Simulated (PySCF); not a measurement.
C₅H₃NO (charge +1 and doublet state).
Numbering: `[N:1]#[C:2][C+:3]1[CH:4][CH:5]=[CH:6][O:7]1` (hydrogens: H8 on C4; H9 on C5; H10 on C6)

Cartesian coordinates in Å at the GFN2-xTB level; atoms count from 1:
```
atom  x, y, z in Å
N1     3.1815   -0.2045   -1.0858
C2     2.0831   -0.1829   -0.7483
C3     0.7554   -0.1307   -0.3194
C4     0.1285    0.8130    0.5339
C5    -1.1865    0.4051    0.6352
C6    -1.2933   -0.7607   -0.1575
O7    -0.1441   -1.0626   -0.7114
H8     0.6040    1.6608    0.9922
H9    -1.9775    0.8668    1.1965
H10   -2.1422   -1.3995   -0.3579
```

Theory: UKS B3LYP, pcH-1 on C H N O, non-relativistic, mean-field spin-orbit, GIAO in PySCF. Geometry: GFN2-xTB; no solvent, vibrations or thermal averaging. A GFN2-xTB geometry isn't a minimum of the functional, and hyperfine couplings can be far from their values at a DFT geometry, by a factor of two or more for some ions and for spin on atoms past the first row. The SCF solution wasn't tested for stability.

The largest Mulliken spin populations are on C3 (+0.43), C6 (+0.42), N1 (+0.29) and C2 (-0.13). Three atoms exceed +0.15. The positive populations add up to 1.22 and the negative ones to -0.22, together 2S = 1.

Task: McConnell's relation a(H) = Q·ρ ties the coupling of a proton on a planar π carbon to the spin population of that carbon. What Q do the computed values give?

Result: 
| H | C | ρ(C) | a(H) (G) | a/ρ (G) |
| --- | --- | --- | --- | --- |
| H10 | C6 | +0.421 | -12.30 | -29.2 |

One proton gives one ratio, Q = -29.2 G, and no test of linearity.

Couplings in gauss use g_iso = 2.0028.

The SMILES draws the unpaired electron on C4; the largest computed Mulliken spin population is on C3 (0.43 against 0.01).
